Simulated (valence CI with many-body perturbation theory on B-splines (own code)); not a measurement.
# Tl LVIII: one-electron terms

Computed by relativistic CI+MBPT: six valence electrons over a frozen Dirac-Fock core [Ar], a basis of 7 s, 7 p, 8 d, 6 f, 4 g, 1 h functions for each j, with the one-electron correlation potential Σ1 (screened to all orders), the two-electron term Σ2, the three-electron term Σ3, Breit, model QED; selected single and double excitations, second order for the rest, scaled by the run's own slope (own B-spline code, finite nucleus).

The last digits are not significant, and no measured levels were compared; by estimate large intervals hold to a few tenths of a per cent, small ones and those within an open d or f shell to about a per cent. Core correlation moves these levels by up to 17000 cm⁻¹, and in measured spectra 5 to 20 % of such shifts remained as error; rates that hang on mixing are uncertain with them. Among the levels kept, up to 1100 cm⁻¹ of a level comes from second order outside the variational space, and about a tenth of that is noise between levels of different J, which matters for small intervals. The list stops below the first excitations out of the core. Only levels of the ground parity were solved; by the run's estimate the other parity begins above the list, which can be wrong where configurations are misplaced.

These are the spectroscopic orbitals of the CI (the correlating ones are not listed), shaped by the core and the other valence electrons. h is the expectation value of the core's Dirac-Fock operator, without the valence repulsion; Σ1 is computed up to l = 3 at one energy for each symmetry, that of its lowest orbital but kept below the first core excitation, so for empty shells it is not the orbital's own correlation shift; Breit and QED include the response of the core, and the two lowest orbitals of each symmetry also the frequency dependence of Breit exchange, which makes a step in that column.

| Orbital | h (hartree) | Σ1 (cm⁻¹) | Breit (cm⁻¹) | QED (cm⁻¹) | ⟨r⟩ (bohr) |
| --- | --- | --- | --- | --- | --- |
| 4s1/2 | -149.3 | -8308 | 21396 | 16769 | 0.3320 |
| 5s1/2 | -91.824 | -3209 | 10395 | 8342 | 0.5400 |
| 6s1/2 | -62.146 | -1614 | 5689 | 4672 | 0.8013 |
| 4p1/2 | -145.62 | -10887 | 33962 | 1224 | 0.3258 |
| 5p1/2 | -89.993 | -3980 | 16862 | 632 | 0.5368 |
| 6p1/2 | -61.109 | -1966 | 9311 | 360 | 0.8012 |
| 4p3/2 | -138.06 | -9724 | 18663 | 2472 | 0.3453 |
| 5p3/2 | -86.301 | -3776 | 9447 | 1272 | 0.5609 |
| 6p3/2 | -59.033 | -1907 | 5889 | 727 | 0.8303 |
| 3d3/2 | -246.68 | -21869 | 44356 | -2861 | 0.1500 |
| 4d3/2 | -133.22 | -11043 | 16617 | -786 | 0.3239 |
| 5d3/2 | -83.926 | -4299 | 8112 | -351 | 0.5470 |
| 3d5/2 | -242.25 | -19051 | 23877 | -544 | 0.1542 |
| 4d5/2 | -131.51 | -10319 | 8983 | 29.5 | 0.3290 |
| 5d5/2 | -83.072 | -3956 | 4367 | 47.2 | 0.5533 |
| 4f5/2 | -127.1 | -27349 | 2807 | -629 | 0.2921 |
| 5f5/2 | -81.025 | -10828 | 1247 | -298 | 0.5211 |
| 4f7/2 | -126.46 | -20548 | 366 | -270 | 0.2944 |
| 5f7/2 | -80.682 | -8132 | 252 | -115 | 0.5239 |
| 5g7/2 | -79.431 |  | 243 | -90.4 | 0.4679 |
| 5g9/2 | -79.264 |  | -27.5 | -0.3 | 0.4694 |

Among the shells of the start configuration 3d6, Σ1 is largest in size for 3d3/2, where it is 0.040 % of h.

Lowest root of each symmetry, sizes in configuration state functions:

| J | Parity | Roots | Reference | Variational | Second order | Change by selected CI (cm⁻¹) | Change by second order (cm⁻¹) |
| --- | --- | --- | --- | --- | --- | --- | --- |
| 0 | even | 4 | 26 | 15286 | 235900 | -38723 | -7 |
| 1 | even | 4 | 60 | 31638 | 701169 | -32288 | -56 |
| 2 | even | 8 | 86 | 32301 | 523139 | -34001 | -583 |
| 3 | even | 6 | 88 | 30428 | 439176 | -30479 | -723 |
| 4 | even | 7 | 77 | 32019 | 472903 | -31774 | -924 |
| 5 | even | 2 | 52 | 28621 | 39629 | -31883 | -596 |
| 6 | even | 2 | 31 | 29036 | 25800 | -31608 | -237 |
